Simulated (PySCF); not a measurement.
Computed shifts of a molecule C₃H₉AlO, PBE/pcSseg-1 (PySCF), GIAO, gas phase, equivalent atoms averaged, in ppm (number of nuclei): ¹H: 5.22 (1), 4.68 (1), 4.54 (1), 1.50 (3), -0.06 (3). ¹³C: 67.8 (1), 26.4 (1), -9.0 (1). References: ¹H against TMS (σ = 31.49 ppm); ¹³C against TMS (σ = 182.0 ppm); ¹⁷O against H2O (σ = 334.3 ppm), references at their B3LYP-D3(BJ)/def2-TZVP geometries, non-relativistic. Geometry: PBE0-D3(BJ)/def2-SVP. One conformer was computed; it need not be the lowest.

Problem. Which molecule gave these data?
A) C[CH2][AlH][O]C
B) CC[O][AlH][CH3]
C) CC[CH2][AlH][OH]
D) C[CH2][Al]([CH3])[OH]

Solution. B, CC[O][AlH][CH3]
